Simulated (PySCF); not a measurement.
propoxymethylsilane (C₄H₁₂OSi), SMILES CCCOC[SiH3].

Coordinates come from a B3LYP-D3(BJ)/def2-SVP optimisation. Other conformers were not sampled.

Level of theory: TDA-PBE/def2-SVPD (PySCF).

Vertical excitations. Isolated molecule, no solvent.

Computed lowest excited states:
| state | energy (eV) | λ (nm) | f | main pairs |
|---|---|---|---|---|
| S1 | 5.81 | 213 | 0.013 | HOMO→LUMO 100 % |
| S2 | 6.30 | 197 | 0.003 | HOMO→LUMO+1 97 % |
| S3 | 6.39 | 194 | 0.000 | HOMO→LUMO+2 99 % |
| S4 | 6.62 | 187 | 0.012 | HOMO→LUMO+3 96 % |
| S5 | 6.80 | 182 | 0.017 | HOMO→LUMO+4 99 % |
| S6 | 6.88 | 180 | 0.013 | HOMO→LUMO+5 98 % |
| T1 | 5.70 | 217 | 0 | HOMO→LUMO 99 % |
| T2 | 6.17 | 201 | 0 | HOMO→LUMO+1 98 % |
Triplets are in the Tamm–Dancoff approximation.
